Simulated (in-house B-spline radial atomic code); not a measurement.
# The promethium ion Pm⁺: [Xe] 4f5 6s1

Method: Dirac-Kohn-Sham OLYP, spherical fractional occupations, Fermi nucleus of rms radius 4.962 fm. Calculated with an all-electron radial atomic-structure program (B-spline basis).

Z_r = [3n² - l(l+1)]/(2<r>); Z_e = n√(-2ε); the last column is Slater's effective charge. Values are occupation-weighted means over j. An effective charge above Z reflects the relativistic contraction of the inner shells.

```csv
shell,electrons,ε (eV),<r> (bohr),Z_r,Z_e,Slater
1s,2,-44977,0.02318,64.70,57.50,60.70
2s,2,-7319.6,0.09845,60.94,46.39,56.85
2p,6,-6559.5,0.08679,57.61,43.91,56.85
3s,2,-1601.5,0.2601,51.91,32.55,49.75
3p,6,-1360.5,0.2581,48.43,30.00,49.75
3d,10,-1020.2,0.236,44.48,25.98,39.85
4s,2,-323.21,0.5926,40.50,19.50,33.25
4p,6,-243.64,0.6267,36.70,16.93,33.25
4d,10,-128.93,0.6877,30.53,12.31,21.85
5s,2,-47.917,1.439,26.06,9.38,11.00
5p,6,-28.823,1.68,21.72,7.28,11.00
4f,5,-8.2741,1.04,17.31,3.12,13.60
6s,1,-7.9211,4.044,13.35,4.58,3.20
```

The least bound orbital is 6s1/2 at -7.921 eV, and it is also the most diffuse (<r> = 4.044 bohr).

Spin-orbit splittings of the orbital energies (j = l + 1/2 above j = l - 1/2 when positive): 2p 560.1 eV, 3p 112.7 eV, 3d 24.48 eV, 4p 24.63 eV, 4d 4.386 eV, 5p 3.303 eV, 4f 0.4787 eV.

For the 1s electron the small component carries 5.13 % of the norm, the zero-frequency Breit interaction raises the level by 129 eV, self-energy by 76.31 eV, and vacuum polarisation lowers it by 11.89 eV.
